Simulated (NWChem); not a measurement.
Species: CH4OSi; SMILES [SiH3]C=O

Program: NWChem. All runs use the structure optimised with PBE0/def2-SVP. Level: PBE0/def2-SVP with SMD (1 M gas to 1 M solution), gas-phase geometry. Reactions with the solvent are ignored.

**Question.** Among these, which solvent gives the highest value of “solvation free energy (kcal/mol)”?
A) ethanol
B) acetonitrile
C) water
D) 1,4-dioxane

**Answer.** C, water. Values: acetonitrile -2.1; ethanol -1.7; 1,4-dioxane -1.3; water 0.0
